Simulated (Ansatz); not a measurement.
Reaction (formal exchange of groups at a B–C bond): `BBC[SiH3]` + `N=C[SiH2]O` → `BB[SiH](O)C=N` + `C[SiH3]`

Calculated with Ansatz (gas phase, PBE0-D4/def2-TZVP geometries, no zero-point term in ΔE). CCSD(T)/CBS adds triple-zeta CCSD(T) − MP2 to the extrapolated MP2 energy (def2 sets, frozen cores). This one scheme is used for every species. Functionals use def2-TZVPP. B3LYP here is the variant with VWN-RPA as its local correlation; programs differ in this. One conformer a species, not always the lowest.

```
             level  ΔE (kJ/mol)  difference from CCSD(T)/CBS
            PBE-D4          4.6                        -14.0
         r2SCAN-D4          9.1                         -9.5
           PBE0-D4         10.6                         -8.0
          B3LYP-D4         12.3                         -6.3
           ωB97X-V         16.1                         -2.5
           ωB97M-V         19.2                          0.6
               PBE          4.7                        -13.9
              PBE0         10.8                         -7.8
     HF/def2-TZVPP         22.9                          4.3
    MP2/def2-TZVPP         24.6                          6.0
   CCSD/def2-TZVPP         19.2                          0.6
CCSD(T)/def2-TZVPP         18.5                         -0.1
    MP2/def2-QZVPP         24.9                          6.3
SCS-MP2/def2-QZVPP         24.7                          6.1
     MP2/CBS(def2)         24.7                          6.1
    CCSD/CBS(def2)         19.3                          0.7
       CCSD(T)/CBS         18.6                            0
```

Largest T1 diagnostic among the species: 0.014.

From PBE to PBE0 (25 % exact exchange), in def2-TZVPP and without D4, ΔE moves by +6.1 kJ/mol.
